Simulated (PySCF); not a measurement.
H₂Br₂FNSi, singlet, geometry from GFN2-xTB. Base run: DF-PBE/def2-SV(P) run with PySCF.

Here is a job for PySCF.
```python
from pyscf import gto, scf, dft

mol = gto.M(
    atom='''
N     2.058081   -0.583680    0.588211
Si    0.387208   -0.320100    0.470516
F    -0.265979   -0.924911    1.790408
Br    0.014702    1.833536    0.402219
Br   -0.659643   -1.306437   -1.194754
H     2.422515   -1.462662    0.911329
H     2.716763   -0.094444    0.009030
''',
    basis='def2-sv(p)',
    charge=0,
    spin=0,
    verbose=4,
    max_memory=1800,
)

mf = dft.RKS(mol)
mf.xc = 'pbe'
mf = mf.density_fit(auxbasis='def2-universal-jkfit')
mf.kernel()
```

The job was repeated with other settings on one machine. Differences are taken from the largest basis of the def2 family in the series, which isn't the basis-set limit (def2-QZVP: -5592.939558 Eh). The cheapest run took very roughly 19 core-seconds.

```csv
setting,basis functions,"cost, times the cheapest (rough)",difference in total energy (mEh)
def2-SV(P),114,1,1078.26
def2-SVP,120,1,1067.15
def2-TZVP,207,2,134.07
def2-TZVPP,228,3,132.12
def2-QZVP,394,7,reference
```

Times come from a shared machine, hold the start-up and are rough. Total energies converge more slowly with the basis than energy differences do.
